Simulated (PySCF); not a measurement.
## In₂X across group 16

Level: PBE0, basis family def2-TZVP, scalar-relativistic core potentials from Rb on and no relativity for lighter atoms.

Each entry is the lowest minimum that a search over a few typed start shapes (and spin states, where more than one is plausible) found, or that minimum re-optimised at the stated level; isomers with ligand–ligand bonds, or fragments after loss of a ligand pair, can lie lower. Open shells are unrestricted; no spin–orbit coupling; PySCF with density fitting.

```json
{"molecule": "In₂O", "2S+1": "1", "point group": "D∞h", "mean bond to the central atom (Å)": "2.000", "lowest ω (cm⁻¹)": "54", "distinct angles (°)": "180", "atomisation (kJ/mol)": "750", "polar-tensor charge of the central atom": "-1.31"}
{"molecule": "In₂S", "2S+1": "1", "point group": "C2v", "mean bond to the central atom (Å)": "2.451", "lowest ω (cm⁻¹)": "37", "distinct angles (°)": "123", "atomisation (kJ/mol)": "650", "polar-tensor charge of the central atom": "-1.24"}
{"molecule": "In₂Se", "2S+1": "1", "point group": "C2v", "mean bond to the central atom (Å)": "2.580", "lowest ω (cm⁻¹)": "32", "distinct angles (°)": "117", "atomisation (kJ/mol)": "607", "polar-tensor charge of the central atom": "-1.18"}
```

The shape of In₂S, In₂Se rests on a mode under 45 cm⁻¹ and is not firmly settled.

Left out of the table are members whose search was unfinished or whose lowest solution was spin-contaminated, unstable, very soft or bonded differently.
